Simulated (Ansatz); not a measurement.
This geometry of CH4OZn + H2 (9 atoms, charge 0, multiplicity 1) is a first-order saddle point.

Method: UKS PBE0-D4/def2-SVP in Ansatz.

```xyz
9
Properties=species:S:1:pos:R:3
Zn -0.172 -0.037 -0.193
O -0.340 1.091 -1.784
C 0.879 -0.822 1.244
H -1.471 0.640 -1.357
H -1.994 0.024 -0.765
H -0.174 2.041 -1.756
H 1.924 -0.972 0.932
H 0.881 -0.167 2.130
H 0.468 -1.797 1.549
```

Which two structures does it join? (They come from a converged band through this point; their orientation in space is the band's.)

Bonds broken: H4–H5. Bonds formed: Zn1–H5, O2–H4. CH4OZn + H2 becomes CH6OZn.

Initial state:

```xyz
9
Properties=species:S:1:pos:R:3
Zn 0.550 0.126 -0.187
O 0.029 0.939 -1.689
C 1.127 -0.863 1.362
H -2.252 0.592 -1.517
H -3.005 0.530 -1.390
H -0.180 1.875 -1.616
H 2.203 -1.091 1.308
H 0.947 -0.293 2.287
H 0.581 -1.816 1.442
```

Final state:

```xyz
9
Properties=species:S:1:pos:R:3
Zn -0.945 -0.499 0.068
O -0.378 1.305 -1.126
C 0.736 -0.730 1.057
H -0.855 1.451 -1.951
H -2.387 -0.678 -0.524
H 0.553 1.469 -1.315
H 1.602 -0.828 0.378
H 0.941 0.135 1.713
H 0.732 -1.626 1.698
```

How far does it lie above each of them?

0.80 eV above the first and 0.93 eV above the second. This is the barrier of this one path; another mechanism may lie lower. The orbitals were unrestricted but ended closed-shell.

The run took 3.1 min on 2 threads of AMD EPYC 9R45 96-Core Processor (Zen 5) (shared host), peak memory 0.27 GiB.
